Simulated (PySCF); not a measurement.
## Two structures, one formula

The two ends of one reaction step of GaNH₄, closed shell (PBE0-D4/def2-TZVP).

A:

```csv
atom,x (Å),y (Å),z (Å)
Ga1,-0.9459,-0.4559,-0.1792
H2,1.9082,-0.5255,1.0296
N3,-0.4755,1.0869,-0.7054
H4,1.7010,0.0905,0.6564
H5,-1.0382,-1.8541,0.4357
H6,-1.1196,1.6605,-1.2396
```

B:

```xyz
6
angstrom
Ga 0.0260 -0.7651 0.3869
H 1.3448 -1.1274 1.1397
N -0.0296 0.8544 -0.4267
H 0.7297 1.5135 -0.4183
H -1.2482 -1.6590 0.2646
H -0.8215 1.2006 -0.9407
```

Computed with PySCF 2.14 with density fitting (its default auxiliary sets; JK sets also for MP2 and CCSD(T)) (basis: def2-TZVPP); correlated methods freeze the cores. Filled d shells of the heavier atoms are correlated. The def2 sets are not built for correlating such inner shells, so the correlated values are less sure here. B3LYP uses VWN-RPA correlation.

(1) Which structure is lower at CCSD(T), and by how much? (To be estimated.)

T1 diagnostic: at most 0.023.

Results:

(1) Computed: B, by 245.8 kJ/mol (electronic energy, against the other). By their contacts, A is a complex of GaNH₂ ([NH][GaH]) + H₂ and B is GaNH₄ ([NH2][GaH2]).

All methods give the same order:

```tsv
method	E(B) − E(A) (kJ/mol)
SPW92	-255.3
PBE-D4	-227.8
r2SCAN-D4	-246.4
PBE0-D4	-259.9
B3LYP-D4	-243.1
BHLYP-D4	-278.4
wB97M-V	-261.8
HF	-309.3
MP2	-234.7
CCSD	-261.6
CCSD(T)	-245.8
```

Labels in which every atom is bracketed show which atoms are joined, not bond orders.

For scale, one of the runs: CCSD(T)/def2-TZVPP, 135 basis functions, launched by `OMP_NUM_THREADS=4 python run.py`. Time: 2 min of wall clock on 4 CPU threads of an AMD EPYC; the host was shared. Peak host memory: 0.85 GiB.
